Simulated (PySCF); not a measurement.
Run record for `[GeH3][O]C1=CON=C1`: LDA/cc-pVDZ, grid level 4, TDA, 25 singlets.

Method: TDA LDA/cc-pVDZ, vertical, gas phase, core orbitals frozen in the response (PySCF 2.14.0, density-fitted response routines). Geometry: GFN2-xTB. The command runs a driver script over a list of jobs; the input below is this job's line of settings and its coordinates in Å.

Command:
```bash
OMP_NUM_THREADS=1 python probes_run.py task.json out
```

Input:
```
{"job": {"kind": "uv", "xc": "LDA", "basis": "cc-pVDZ", "nstates": 25, "ntriplets": 0, "tda": true, "grid": 4}, "charge": 0, "multiplicity": 1}
Ge     2.225740    -0.032270    -0.074584
O      0.687337     0.815725    -0.233639
C     -0.543915     0.308764    -0.060798
C     -1.764877     1.024688    -0.194803
N     -2.777864     0.240810     0.039033
O     -2.294595    -0.981866     0.327991
C     -0.954681    -0.953253     0.271067
H      3.142964     1.093900    -0.389294
H      2.260595    -1.156903    -1.068052
H      2.345815    -0.556563     1.326773
H     -1.907434     2.054824    -0.448678
H     -0.417886    -1.858544     0.478956
```

Task: Predict the output.

Result: 
```
coarse grid: 50800 points
cycle   1  E = -2393.6235284593  dE =  7.204e-01  |g| = 7.573e-01  |ddm| = 7.160e+00
cycle   2  E = -2393.0884233764  dE =  5.351e-01  |g| = 1.775e+00  |ddm| = 3.541e+00
cycle   3  E = -2393.7182135700  dE = -6.298e-01  |g| = 2.712e-01  |ddm| = 2.662e+00
cycle   4  E = -2393.7277380508  dE = -9.524e-03  |g| = 1.897e-01  |ddm| = 6.007e-01
cycle   5  E = -2393.7347240524  dE = -6.986e-03  |g| = 7.324e-02  |ddm| = 3.007e-01
cycle   6  E = -2393.7358707304  dE = -1.147e-03  |g| = 1.831e-02  |ddm| = 1.255e-01
cycle   7  E = -2393.7359492874  dE = -7.856e-05  |g| = 5.205e-03  |ddm| = 3.347e-02
cycle   8  E = -2393.7359560144  dE = -6.727e-06  |g| = 1.119e-03  |ddm| = 1.024e-02
final grid: 278952 points
cycle   9  E = -2393.7359495254  dE =  1.948e-06  |g| = 3.145e-03  |ddm| = 5.999e-03
cycle  10  E = -2393.7359319484  dE =  1.758e-05  |g| = 9.245e-03  |ddm| = 1.588e-02
cycle  11  E = -2393.7359517426  dE = -1.979e-05  |g| = 5.776e-04  |ddm| = 1.198e-02
cycle  12  E = -2393.7359518075  dE = -6.496e-08  |g| = 1.090e-04  |ddm| = 7.530e-04
cycle  13  E = -2393.7359518099  dE = -2.354e-09  |g| = 3.725e-05  |ddm| = 1.670e-04
cycle  14  E = -2393.7359518102  dE = -2.756e-10  |g| = 1.131e-05  |ddm| = 5.557e-05
converged SCF energy = -2393.7359518102

Static polarisability (au): isotropic 66.414, principal 44.572 69.096 85.573

Singlet excitations
state   eV       nm        f      main configurations
  1   4.5326    273.5   0.00009   H->L 1.00
  2   5.4207    228.7   0.00855   H-1->L 0.99
  3   5.7138    217.0   0.04991   H->L+1 0.77
  4   5.8485    212.0   0.00014   H-2->L 0.93
  5   5.9199    209.4   0.00597   H->L+2 0.92
  6   5.9869    207.1   0.00699   H-1->L+1 0.95
  7   6.3260    196.0   0.00032   H->L+4 1.00
  8   6.5201    190.2   0.07930   H->L+3 0.75, H->L+5 0.15
  9   6.8015    182.3   0.00975   H-1->L+2 0.92
 10   6.9785    177.7   0.00033   H-3->L+1 0.86, H-1->L+3 0.13
 11   7.1026    174.6   0.08613   H-3->L 0.89
 12   7.2217    171.7   0.00276   H-1->L+4 0.92
 13   7.2423    171.2   0.00179   H-1->L+3 0.82, H-3->L+1 0.11
 14   7.2474    171.1   0.00219   H-2->L+2 0.98
 15   7.5707    163.8   0.00003   H-4->L 0.98
 16   7.6180    162.8   0.01575   H-4->L+1 0.43, H-2->L+3 0.33, H-2->L+1 0.12
 17   7.6421    162.2   0.00011   H->L+6 0.98
 18   7.6934    161.2   0.00064   H-2->L+4 0.98
 19   7.7084    160.8   0.16542   H-4->L+1 0.41, H-2->L+1 0.27
 20   7.8981    157.0   0.02696   H-2->L+3 0.28, H->L+5 0.27, H->L+7 0.15
 21   7.9003    156.9   0.00515   H->L+7 0.78
 22   8.0780    153.5   0.00274   H-1->L+5 0.85
 23   8.2921    149.5   0.00119   H-5->L+1 0.92
 24   8.3346    148.8   0.03509   H-3->L+2 0.65, H-5->L 0.20
 25   8.4291    147.1   0.20575   H-5->L 0.40, H->L+5 0.15, H-2->L+5 0.14
```

The SCF starts on a coarse grid where the log names one; the energy can jump when the final grid takes over, and dE then counts from the start density on the new grid. H and L stand for HOMO and LUMO; the number after each pair is its weight.

Task: Give the mean polarisability as a volume in Å³, and the ratio of the largest to the smallest principal value.

Result: 66.414 au × 0.148185 = 9.84 Å³; 85.573/44.572 = 1.92.

Task: Give S1 in cm⁻¹ and kJ/mol.

Result: 4.5326 eV × 8065.54 = 36558 cm⁻¹; × 96.485 = 437.3 kJ/mol.

In short: SCF converged in 14 cycles with 136 basis and 874 fitting functions; HOMO -5.67 eV, LUMO -1.21 eV; lowest singlet 4.53 eV; mean polarisability 66.4 au.

 The LDA/cc-pVDZ calculation is non-relativistic and has no spin–orbit coupling, an omission that weighs most on germanium.

Hardware: one thread, Arm Neoverse N1 (aarch64), shared host with 64 logical CPUs at a one-minute load of 60. Cost: 39 s wall (grids of density and orbitals included), 0.59 GiB resident at most.

Shape of the structure used: `[GeH3:1][O:2][c:3]1[cH:4][n:5][o:6][cH:7]1`: Ge1–O2–C3–C4 180°.

One conformer stands for the species.
